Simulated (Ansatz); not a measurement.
Frontier orbitals of CH$_{6}$AlBO (`[CH3][AlH][BH]O`).

Charge 0, multiplicity 1. The geometry is a stationary point of PBE0-D4/def2-TZVP. It is one conformer, not always the lowest. Basis def2-TZVPP, the Gaussian-basis code of Ansatz.

```csv
functional,HOMO (eV),LUMO (eV),gap (eV)
LDA (SPW92),-5.69,-3.12,2.57
PBE,-5.60,-2.90,2.70
r2SCAN,-5.82,-2.68,3.14
PBE0,-6.79,-2.08,4.71
HSE06 (plane-wave form),-6.39,-2.45,3.94
BHLYP,-7.93,-1.24,6.69
ωB97M-V,-8.92,-0.32,8.60
```

Against PBE, PBE0 changes HOMO and LUMO by −1.19 and +0.82 eV, ωB97M-V by −3.32 and +2.57 eV. A gap of 2.71 eV thus becomes 8.60 eV for the same molecule, so an orbital gap means little without its functional.
